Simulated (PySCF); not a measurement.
# Bond length, frequency and bond energy of NaBr⁻ by level of theory

State: ²Σ⁺ (doublet), unpaired electrons σ ↑. Set-up: basis Na def2-SVPD, Br def2-SVPD; no relativity; PySCF 2.14. De refers to Na + Br⁻ in their ground configurations, without counterpoise correction. The functionals are run spin-unrestricted. A positive dipole points towards Br; it is taken about the centre of mass and depends on that origin.

```csv
Level,Re (Å),ωe (cm⁻¹),De (eV),μ (D)
UHF,2.738,203,n/a,5.79
UHF-MP2,2.740,201,1.12,n/a
UHF-SCS-MP2,2.742,201,1.11,n/a
UHF-CCSD,2.739,202,1.13,n/a
UHF-CCSD(T),2.742,201,1.14,n/a
PBE,2.720,199,1.07,5.18
PBEsol,2.695,204,1.13,5.28
BLYP,2.747,189,0.93,4.82
TPSS,2.718,202,1.12,5.56
r²SCAN,2.703,208,1.15,5.35
PBE0,2.703,205,1.10,5.36
LC-ωPBE,2.691,210,1.15,5.73
```

The bond length runs from 2.691 Å (LC-ωPBE) to 2.747 Å (BLYP). De spans 0.93 eV (BLYP, GGA) to 1.15 eV (LC-ωPBE, range-separated hybrid).

Correlated steps freeze 10 core orbitals. Correlated levels converge slowly with the basis: in double zeta they bind strong bonds too weakly, by up to about 1 eV, and carry superposition errors of some tenths. Spin–orbit coupling is left out. For an ion De counts to the pair picked by the measured ionisation energies or electron affinities, which need not be the lowest pair at this level. Counting both spins, an empty level lies below a filled one in some of these solutions, because spin and occupation are held. The highest Kohn–Sham level is positive in this anion. Much of that is self-interaction error, but it also means that the finite basis helps to hold the extra electron. The state was picked by a PBE0 search and need not be the measured ground state.

The whole job (state search and all levels along the bond) took about 3.5 min on 1 thread of Oxide Virtual Turin-like (shared host), peak memory 0.76 GiB.
